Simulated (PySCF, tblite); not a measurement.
Isomers of C5H7NOSi2. All values are computed: GFN2-xTB (tblite) harmonic vibrations without scaling, gas phase. Errors from tens to a few hundred cm⁻¹ against measured bands are possible. Modes of hydrogen on silicon can be 10 to 20 % off. One conformer each.

Electronic energies: PBE0/pcSseg-1 single points on the GFN2-xTB geometries (PySCF, gas phase).

```csv
SMILES,"electronic energy, lowest = 0 (kcal/mol)"
[H]/N=C\C1=C[Si@@H](C#C)O[SiH2]1,0.0
C#C[Si@H]1C=C(N=C)[SiH2]O1,5.6
C#CC#C[Si@@H](C=O)[SiH2]N,66.4
```

Question: How do GFN2-xTB zero-point energies change the relative energies?

Answer: 
```
                          SMILES  ZPE (kcal/mol)  of it from modes above 1550 cm⁻¹  electronic (kcal/mol)  with ZPE, lowest = 0 (kcal/mol)  lowest mode (cm⁻¹)  rings
[H]/N=C\C1=C[Si@@H](C#C)O[SiH2]1            63.4                              35.8                    0.0                              0.0                  45      1
      C#C[Si@H]1C=C(N=C)[SiH2]O1            62.5                              35.4                    5.6                              4.8                  51      1
       C#CC#C[Si@@H](C=O)[SiH2]N            60.0                              36.8                   66.4                             63.1                  22      0
```

The zero-point energies span 3.4 kcal/mol, from `C#CC#C[Si@@H](C=O)[SiH2]N` to `[H]/N=C\C1=C[Si@@H](C#C)O[SiH2]1`. The order is unchanged.

Question: And how do the electronic energies of GFN2-xTB itself compare?

Answer: `[H]/N=C\C1=C[Si@@H](C#C)O[SiH2]1` 3.5; `C#C[Si@H]1C=C(N=C)[SiH2]O1` 0.0; `C#CC#C[Si@@H](C=O)[SiH2]N` 83.6 kcal/mol, lowest = 0. Against the energies above, taken from the same isomer `[H]/N=C\C1=C[Si@@H](C#C)O[SiH2]1`, the largest difference is 13.7 kcal/mol.
